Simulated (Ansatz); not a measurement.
Li5H6. Charge 0, multiplicity 2. Geometry r2SCAN-D4/def2-TZVP.

```csv
atom,x (Å),y (Å),z (Å)
Li1,2.1861,0.5251,1.7255
Li2,-1.3772,-0.0894,-0.2966
Li3,0.6291,-1.6497,1.2482
Li4,0.9920,0.2499,-0.9555
Li5,0.0890,2.1483,0.3351
H6,0.0428,-1.2010,-0.3479
H7,-0.5374,1.2656,-1.0676
H8,-3.1514,-0.7591,-1.1684
H9,-2.6838,-0.7543,-1.7547
H10,1.7430,1.4062,0.2771
H11,2.0678,-1.1416,2.0047
```

In the doublet, H8 and H9 lie 0.75 Å apart (atoms count from 1), so H2 has formed as a molecule. Another isomer (doublet) lies 0.03 eV lower at PBE0-D4/def2-TZVP; other spin states weren't run for this one.

Estimate the α-spin orbital energies around the gap (eV) in Ansatz with PBE-D4/def2-TZVP, r2SCAN-D4/def2-TZVP, PBE0-D4/def2-TZVP, r2SCAN0-D4/def2-TZVP.


| orbital | PBE-D4/def2-TZVP | r2SCAN-D4/def2-TZVP | PBE0-D4/def2-TZVP | r2SCAN0-D4/def2-TZVP |
| --- | --- | --- | --- | --- |
| HOMO−5 | -11.60 | -12.07 | -13.26 | -13.55 |
| HOMO−4 | -7.29 | -7.58 | -8.67 | -8.85 |
| HOMO−3 | -6.23 | -6.49 | -7.46 | -7.61 |
| HOMO−2 | -5.81 | -6.04 | -7.01 | -7.16 |
| HOMO−1 | -5.32 | -5.54 | -6.49 | -6.62 |
| HOMO | -2.55 | -2.57 | -3.05 | -3.07 |
| LUMO | -1.27 | -1.00 | -0.73 | -0.58 |
| LUMO+1 | -1.04 | -0.70 | -0.48 | -0.29 |
| LUMO+2 | -0.77 | -0.44 | -0.20 | -0.02 |
| LUMO+3 | -0.36 | 0.11 | 0.16 | 0.44 |
| LUMO+4 | -0.29 | 0.25 | 0.26 | 0.56 |
| LUMO+5 | 0.12 | 0.68 | 0.68 | 1.00 |
| β HOMO | -5.29 | -5.52 | -6.46 | -6.60 |
| β LUMO | -1.67 | -1.26 | -1.06 | -0.92 |
